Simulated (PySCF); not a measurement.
# Computed records: B2GeH8Si, BClGeH4O, CH4GeOSi, CH4BGeN

Calculation on a computer-drawn molecule: the log of a Hartree-Fock and frozen-core CCSD(T) single point meant for a local Hartree-Fock minimum, with one planted fault or none, to be diagnosed. Offsets are logged minus clean, where the clean run is the same molecule without the fault. The reference is restricted for singlets and unrestricted otherwise, and also for a bond in bohr or an excited solution. Adding or removing an electron swaps singlet and doublet. The excited solution moves the top pair (singlet) or top alpha electron (doublet) to the lowest empty orbital. Highest occupied and lowest empty are orbital energies over both spins, largest force is the largest gradient component, triples share is (T) over the correlation energy, the T1 limit is 0.02 restricted and 0.045 unrestricted, electrons count all cores, a negative frequency is imaginary (commonest isotopes), and the dipole is about the centre of nuclear charge; on germanium a core potential holds 10 electrons, which the energies leave out, and 3d is frozen in MP2 and coupled-cluster steps. Program: PySCF 2.14.0.

Common to all runs: meant charge 0; meant multiplicity 1; meant basis and core potential on germanium cc-pVDZ-PP ECP10MDF; logged SCF converged yes; logged CC converged yes; logged SCF stable within its kind yes; possible faults no fault, one electron removed, one electron added, multiplicity raised by two, geometry at a saddle point, SCF held on an excited solution, minimal basis STO-3G, one bond length entered in bohr, all coordinates scaled.

```json
{"entry": 1, "formula": "B2GeH8Si", "logged_structure": {"atoms_angstrom": [["B", -1.9411, -1.288, -2.2199], ["Si", -1.3998, -0.4612, -0.4458], ["Ge", -1.6349, 1.9512, -0.647], ["B", -0.2318, 2.6849, -1.9961], ["H", -3.0642, -1.6566, -2.4243], ["H", -1.1558, -1.3656, -3.1248], ["H", 0.017, -0.7548, -0.1063], ["H", -2.2488, -0.9123, 0.6853], ["H", -1.4664, 2.5548, 0.756], ["H", -3.0713, 2.2504, -1.1092], ["H", -0.4609, 2.6846, -3.1731], ["H", 0.8404, 3.0697, -1.6242]]}, "given": {"meant_basis": "cc-pV(D+d)Z", "logged_electrons": 65, "logged_basis_functions": 114, "logged_spin_squared": 0.7625, "logged_highest_occupied [eV]": -0.91416, "logged_lowest_empty [eV]": 4.8558, "logged_largest_force [hartree/bohr]": 0.024329, "logged_T1_diagnostic": 0.061847, "logged_D1_diagnostic": 0.40947, "logged_triples_share": 0.031265, "logged_dipole_magnitude [debye]": 6.0074, "logged_energy_HF [hartree]": -636.26672, "logged_energy_CCSD(T) [hartree]": -636.74366, "drawn_bonds_atom": [1, 2, 3, 1, 1, 2, 2, 3, 3, 4, 4], "drawn_bonds_other_atom": [2, 3, 4, 5, 6, 7, 8, 9, 10, 11, 12], "drawn_bonds_order": [1, 1, 1, 1, 1, 1, 1, 1, 1, 1, 1]}, "results": {"planted_fault": "one electron added", "HF_energy_offset_from_clean_run [kcal/mol]": 5.297, "CCSD(T)_energy_offset_from_clean_run [kcal/mol]": -10.99}, "notes": ["T1 above single-reference limit"]}
{"entry": 2, "formula": "BClGeH4O", "logged_structure": {"atoms_angstrom": [["B", -1.3132, -2.6983, -0.1314], ["Ge", -2.8642, -1.3262, -0.2906], ["O", -4.0828, -1.4343, 0.9883], ["Cl", -1.7976, 0.5785, -0.0518], ["H", -0.7092, -3.0446, -1.1027], ["H", -0.9885, -3.1006, 0.9469], ["H", -3.6788, -1.2196, -1.5678], ["H", -3.753, -1.4007, 1.8752]]}, "given": {"meant_basis": "cc-pV(D+d)Z", "logged_electrons": 66, "logged_basis_functions": 94, "logged_spin_squared": 2.0183, "logged_highest_occupied [eV]": -8.0671, "logged_lowest_empty [eV]": -2.3757, "logged_largest_force [hartree/bohr]": 0.044475, "logged_T1_diagnostic": 0.021002, "logged_D1_diagnostic": 0.12275, "logged_triples_share": 0.026613, "logged_dipole_magnitude [debye]": 1.2499, "logged_energy_HF [hartree]": -854.67356, "logged_energy_CCSD(T) [hartree]": -855.23171, "drawn_bonds_atom": [1, 2, 2, 1, 1, 2, 3], "drawn_bonds_other_atom": [2, 3, 4, 5, 6, 7, 8], "drawn_bonds_order": [1, 1, 1, 1, 1, 1, 1]}, "results": {"planted_fault": "multiplicity raised by two", "HF_energy_offset_from_clean_run [kcal/mol]": 78.5, "CCSD(T)_energy_offset_from_clean_run [kcal/mol]": 76.71}}
{"entry": 3, "formula": "CH4GeOSi", "logged_structure": {"atoms_angstrom": [["O", -1.6739, -2.2935, 1.9525], ["Si", -1.0782, -0.9877, 2.241], ["C", -1.6541, 0.3918, 1.8593], ["Ge", -3.1463, 0.6272, 1.0011], ["H", -2.4211, -2.2984, 1.5272], ["H", 0.0507, -1.2341, 2.8936], ["H", -1.1394, 1.1885, 2.1215], ["H", -3.469, -0.79, 0.8723]]}, "given": {"meant_basis": "cc-pV(D+d)Z", "logged_electrons": 64, "logged_basis_functions": 94, "logged_spin_squared": 0.0, "logged_highest_occupied [eV]": -7.9198, "logged_lowest_empty [eV]": 1.402, "logged_largest_force [hartree/bohr]": 0.14136, "logged_T1_diagnostic": 0.013261, "logged_D1_diagnostic": 0.031024, "logged_triples_share": 0.027919, "logged_dipole_magnitude [debye]": 3.0736, "logged_energy_HF [hartree]": -697.25305, "logged_energy_CCSD(T) [hartree]": -697.7876, "drawn_bonds_atom": [1, 2, 3, 1, 2, 3, 4], "drawn_bonds_other_atom": [2, 3, 4, 5, 6, 7, 8], "drawn_bonds_order": [1, 2, 1, 1, 1, 1, 1]}, "results": {"planted_fault": "all coordinates scaled, by -9.5 %", "HF_energy_offset_from_clean_run [kcal/mol]": 61.98, "CCSD(T)_energy_offset_from_clean_run [kcal/mol]": 73.11}}
{"entry": 4, "formula": "CH4BGeN", "logged_structure": {"atoms_angstrom": [["C", -1.6697, -0.883, 1.1918], ["B", -0.9213, -0.4242, 0.1097], ["Ge", 0.2999, 0.0872, -1.5289], ["N", -0.3003, 1.7852, -1.7368], ["H", -1.5512, -1.89, 1.5826], ["H", -2.4058, -0.2675, 1.7004], ["H", -0.998, 2.2656, -1.2022], ["H", 0.0751, 2.3678, -2.4612]]}, "given": {"meant_basis": "cc-pVDZ", "logged_electrons": 54, "logged_basis_functions": 85, "logged_spin_squared": 0.0, "logged_highest_occupied [eV]": -8.6465, "logged_lowest_empty [eV]": 1.1968, "logged_largest_force [hartree/bohr]": 4.1286e-05, "logged_lowest_frequency [cm^-1]": 110.83, "logged_T1_diagnostic": 0.019336, "logged_D1_diagnostic": 0.062215, "logged_triples_share": 0.035202, "logged_dipole_magnitude [debye]": 1.6796, "logged_energy_HF [hartree]": -412.65356, "logged_energy_CCSD(T) [hartree]": -413.1711, "drawn_bonds_atom": [1, 2, 3, 1, 1, 4, 4], "drawn_bonds_other_atom": [2, 3, 4, 5, 6, 7, 8], "drawn_bonds_order": [2, 1, 1, 1, 1, 1, 1]}, "results": {"planted_fault": "no fault", "HF_energy_offset_from_clean_run [kcal/mol]": 0.0, "CCSD(T)_energy_offset_from_clean_run [kcal/mol]": 0.0}}
```
